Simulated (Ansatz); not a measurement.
## Worked example: CH3Br + C2H2FSn → CH2Br + C2H3FSn

Species: CH3Br `CBr`, singlet; C2H2FSn `C#[C][SnH][F]`, doublet; CH2Br `[CH2]Br`, doublet; C2H3FSn `C#[C][SnH2][F]`, singlet. A radical takes H: the energy is the difference in strength between the C–H bond broken and the Sn–H bond made.

Shapes, held fixed at every level: PBE0-D4/def2-TZVP. Programs: Ansatz 0.2.0. The zero-point and thermal change to 298 K, harmonic and unscaled (PBE0-D4/def2-TZVP), is -16.3 kJ/mol.

At CCSD(T)/def2-TZVPP; 1 Eh = 2625.50 kJ/mol:

```
species   energy (Eh)
  CH3Br  -2612.542543
C2H2FSn   -390.593110
  CH2Br  -2611.872211
C2H3FSn   -391.220129
```

Q: Work out ΔH(298 K) of the reaction at this level.

A: 
1. Products less reactants: (-2611.872211) + (-391.220129) − [(-2612.542543) + (-390.593110)] = 0.043313 Eh = +113.7 kJ/mol.
2. With the thermal change: +113.7 + (-16.3) = +97.4 kJ/mol.

Other levels give +80.5 (HF/def2-SVP) to +116.1 kJ/mol (SPW92/def2-TZVPP). No measured value is set beside it here. Open shells run unrestricted. For atoms past krypton def2 sets carry core potentials with scalar relativity. Relativity is left out for Br. Outer-core shells of Br, Sn are correlated in most correlated rows, in sets that cover them unevenly. The median of the other levels is +106.5 kJ/mol.
